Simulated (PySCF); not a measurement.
What does the PBE0-D3(BJ)/def2-SVP structure of InChI=1S/C3H11NSi2/c1-3-2-5-4-6-3/h3-4H,2,5-6H2,1H3/t3-/m1/s1 look like in three dimensions?

```
atom  x, y, z in Å
C1     2.3131    0.0638   -0.6129
C2     0.9601   -0.0568    0.0801
C3    -0.0333   -0.9679   -0.6712
Si4   -1.7758   -0.6565   -0.0046
N5    -1.5787    1.0095    0.4771
Si6    0.0640    1.5892    0.3985
H7     3.0152    0.6900   -0.0390
H8     2.7845   -0.9241   -0.7457
H9     2.2087    0.5160   -1.6126
H10    1.1189   -0.4843    1.0883
H11    0.2649   -2.0285   -0.6115
H12   -0.0392   -0.7068   -1.7451
H13   -2.8396   -0.8378   -1.0434
H14   -2.1280   -1.5621    1.1387
H15   -2.3522    1.5880    0.7843
H16    0.5036    2.2516    1.6688
H17    0.2967    2.5758   -0.7096
```

Any rigid rotation of these coordinates is as good. Atoms count from 1 in this order. Si4 (SiH2 silicon) is distorted tetrahedral (angles from 98.6° to 113.1°). The 5-membered ring C2–C3–Si4–N5–Si6 has internal angles of 98.6° to 114.3° (sum 528°, against 540° for a flat polygon); it is puckered, 0.17 Å rms from its mean plane, widest ring torsion 36°. N5 (nitrogen bridging silicon atoms) is planar (angles 122.9°, 122.8° and 114.3°, sum 360.0°, 0.00 Å off the plane of its three neighbours). Si6 (SiH2 silicon) is distorted tetrahedral (angles from 99.4° to 113.4°).

Bonds between heavy atoms (Å): C1–C2 1.525, C2–C3 1.543, C3–Si4 1.891, Si4–N5 1.745, N5–Si6 1.744, C2–Si6 1.901.

Computed with PBE0-D3(BJ)/def2-SVP geometry optimisation, gas phase in PySCF.

Point group: C1 (no symmetry element, even within 0.4 Å). No frequency check. One conformer, not necessarily the lowest (C1–C2–C3–Si4 -164°, C2–C3–Si4–N5 29°, C3–Si4–N5–Si6 -9°, Si4–N5–Si6–C2 -10°).
